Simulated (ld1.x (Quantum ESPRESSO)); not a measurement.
# Reading a pseudo-wave (P)

Columns: radius, all-electron u(r) and pseudo u(r) of the 3p shell (level -5.51 eV) of phosphorus in the configuration [Ne] 3s2 3p3; PBE, scalar-relativistic, TM scheme, ld1.x (Quantum ESPRESSO) 7.5.

```csv
r (bohr),all-electron,pseudo
0.080,0.0964,-0.0035
0.160,0.2205,-0.0141
0.240,0.2871,-0.0314
0.320,0.2923,-0.0551
0.400,0.2513,-0.0846
0.480,0.1807,-0.1193
0.560,0.0940,-0.1584
0.640,0.0005,-0.2011
0.720,-0.0931,-0.2466
0.800,-0.1828,-0.2939
0.880,-0.2660,-0.3422
0.960,-0.3415,-0.3905
1.040,-0.4086,-0.4379
1.120,-0.4674,-0.4833
1.200,-0.5182,-0.5256
1.280,-0.5611,-0.5640
1.360,-0.5965,-0.5973
1.440,-0.6248,-0.6249
1.520,-0.6466,-0.6466
1.600,-0.6624,-0.6624
1.680,-0.6730,-0.6730
1.760,-0.6788,-0.6788
1.840,-0.6804,-0.6804
1.920,-0.6785,-0.6785
2.000,-0.6735,-0.6735
2.080,-0.6658,-0.6658
```

Task: How many radial nodes do the two functions have?

Result: The all-electron 3p function has n − l − 1 = 1; the pseudo-wave has 0, since the states of the same l below it are removed with the core.

Task: At about which radius was the pseudo-wave matched?

Result: 1.60 bohr. The columns agree to 0.0005 from 1.44 bohr on; several derivatives are matched, so the curves merge somewhat inside the radius.

Task: Is the pseudo-wave norm-conserving?

Result: Yes: the TM scheme keeps the norm inside the radius equal to the all-electron one, which fixes the energy derivative of the logarithmic derivative at the level.
